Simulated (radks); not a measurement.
Initial-state core-level shifts of the promethium ion Pm3+ when its valence configuration changes from [Xe] 4f4. All-electron calculation, Dirac Kohn-Sham, PBE, spin-unpolarised, spherical densities, point nucleus; open shells fill j = l - 1/2 first. Program: a radial shooting solver on a logarithmic mesh with Libxc functionals. Shifts are changes of the shell-averaged eigenvalues in eV (positive: less bound).

4f3 6p1: 1s -11.813; 3p -13.822; 3d -13.731; 4s -12.921
4f3.5 6p0.5: 1s -5.735; 3p -6.690; 3d -6.646; 4s -6.291
4f2 6s2: 1s -23.142; 3p -27.499; 3d -27.304; 4s -25.272
4f3 5d1: 1s -7.673; 3p -9.602; 3d -9.489; 4s -8.769
4f1 6s2 6p1: 1s -37.263; 3p -44.316; 3d -44.013; 4s -40.293
4f2 5d2: 1s -16.146; 3p -20.333; 3d -20.092; 4s -18.309
4f1 5d1 6s2: 1s -32.606; 3p -39.540; 3d -39.207; 4s -35.688
4f3.5 6s0.5: 1s -5.288; 3p -6.239; 3d -6.194; 4s -5.839
4f2.5 6s1.5: 1s -16.890; 3p -20.026; 3d -19.883; 4s -18.518
